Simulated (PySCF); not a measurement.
In(F)2(Et), SMILES C[CH2][In]([F])[F] (C2H5F2In), singlet (PBE0/def2-SVP optimised geometry):

```
10

In     0.711     0.242     0.000
F      0.124     2.111     0.000
F      2.668     0.242     0.000
C     -0.587    -1.470    -0.012
C     -2.066    -1.142     0.110
H     -0.228    -2.111     0.809
H     -0.350    -1.997    -0.950
H     -2.419    -0.497    -0.709
H     -2.302    -0.627     1.054
H     -2.668    -2.065     0.083
```

Method: PBE0/def2-TZVP, def2 effective core potentials past Kr (PySCF).

Problem. What are the frontier orbital energies and the dipole moment?

Solution. HOMO-2 -10.07 eV, HOMO-1 -9.94 eV, HOMO -8.61 eV, LUMO -1.73 eV, LUMO+1 -1.19 eV; dipole moment 5.01 D.

On the same geometry PySCF 2.14.0 with PBE/def2-TZVP, def2 effective core potentials past Kr gives HOMO-2 -8.10 eV, HOMO-1 -7.97 eV, HOMO -7.30 eV, LUMO -2.62 eV, LUMO+1 -1.90 eV; dipole moment 4.87 D.
